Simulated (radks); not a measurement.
Task: The mean radii <r> (bohr) of the occupied orbitals of an atom or ion are listed with their occupations. All-electron calculation, Dirac Kohn-Sham, relativistic LDA (MacDonald-Vosko exchange, VWN5 correlation), spin-unpolarised, spherical densities, finite nucleus; Fermi nuclear charge, rms radius of each element as measured or else 0.836 A^(1/3) + 0.57 fm. Program: a radial shooting solver on a logarithmic mesh with Libxc functionals.

orbital  occ.      <r>
1s1/2       2  0.06667
2s1/2       2   0.3091
2p1/2       2   0.2727
2p3/2       4   0.2754
3s1/2       2   0.9075
3p1/2       2   0.9385
3p3/2       4   0.9449

Name the element and its charge. Open shells, if any, fill j = l - 1/2 first.

Result: Z = 23, vanadium, charge +5: V5+ in [Ar]. The 1s radius gives Z: for a bare nucleus <r> = (2 gamma + 1)/(2Z) with gamma = sqrt(1 - (Z/c)^2), 0.0646 bohr for Z = 23, and screening makes it slightly larger (0.06667 here). The occupations add up to 18, and the charge is Z minus that.
